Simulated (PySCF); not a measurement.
Sb(H)(SiH3)2 (H7SbSi2), SMILES [SiH3][SbH][SiH3].

Geometry optimised at r2SCAN-D4/def2-SVP. The def2 effective core potentials stand for the cores of Sb; spin–orbit coupling is left out.

Two levels are set side by side: PBE/def2-TZVP (PySCF) and CAM-B3LYP/def2-TZVP (PySCF). Same geometry, gas phase. Differences are taken from unrounded values.

```
quantity                     CAM-B3LYP    PBE  PBE minus CAM-B3LYP
---------------------------  ---------  -----  -------------------
orbital gap (eV)                  8.61   4.91                -3.70
highest occupied level (eV)      -8.32  -6.25                 2.07
lowest empty level (eV)           0.29  -1.34                -1.63
dipole moment (D)                 0.14   0.23                 0.09
mean polarisability (bohr³)      105.2  108.9                  3.7
```

PBE's occupied levels lie high since its potential decays too fast outside the molecule; exact exchange lowers them and widens the gap. Loosely held outer electrons make PBE densities more polarisable. Differences between two approximate levels are no errors against the true value.

Rough cost on one machine, each run with all the roots and properties that it gave: CAM-B3LYP against PBE within a factor of 2.
